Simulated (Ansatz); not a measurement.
# Ligand exchange: GaHBr2 + BHBr2 → GaH2Br + BBr3

Gas-phase species: GaHBr2 `[Br][GaH][Br]`, singlet; BHBr2 `BrBBr`, singlet; GaH2Br `[GaH2][Br]`, singlet; BBr3 (boron tribromide) `BrB(Br)Br`, singlet. The partners trade Br for H: Ga–Br and B–H bonds give way to Ga–H and B–Br.

Shapes, held fixed at every level: PBE0-D4/def2-TZVP. Programs: Ansatz 0.2.0. The zero-point and thermal change to 298 K, harmonic and unscaled (PBE0-D4/def2-TZVP), is -5.9 kJ/mol.

```json
{"level": "HF/def2-SVP", "kind": "Hartree–Fock", "ΔH(298 K) (kJ/mol)": "+80.7", "less CCSD(T)/def2-TZVPP": "+17.7"}
{"level": "HF/def2-TZVPP", "kind": "Hartree–Fock", "ΔH(298 K) (kJ/mol)": "+88.0", "less CCSD(T)/def2-TZVPP": "+25.0"}
{"level": "PBE-D4/def2-TZVPP", "kind": "GGA", "ΔH(298 K) (kJ/mol)": "+53.7", "less CCSD(T)/def2-TZVPP": "-9.3"}
{"level": "PBE0-D4/def2-TZVPP", "kind": "global hybrid", "ΔH(298 K) (kJ/mol)": "+59.8", "less CCSD(T)/def2-TZVPP": "-3.2"}
{"level": "wB97M-V/def2-TZVPP", "kind": "range-separated hybrid", "ΔH(298 K) (kJ/mol)": "+60.6", "less CCSD(T)/def2-TZVPP": "-2.4"}
{"level": "wB97X-V/def2-TZVPP", "kind": "range-separated hybrid", "ΔH(298 K) (kJ/mol)": "+62.4", "less CCSD(T)/def2-TZVPP": "-0.6"}
{"level": "MP2/def2-SVP", "kind": "perturbation theory", "ΔH(298 K) (kJ/mol)": "+56.2", "less CCSD(T)/def2-TZVPP": "-6.8"}
{"level": "CCSD(T)/def2-TZVPP", "kind": "coupled cluster or CI", "ΔH(298 K) (kJ/mol)": "+63.0", "less CCSD(T)/def2-TZVPP": "0.0"}
```

The highest level, CCSD(T)/def2-TZVPP, gives ΔH(298 K) = +63.0 kJ/mol; the levels span +53.7 to +88.0. The column of differences is taken from that level and isn't an error. No measured value is set beside it here. Relativity is left out for Br, Ga. Outer-core shells of Br, Ga are correlated, in sets that cover them unevenly.
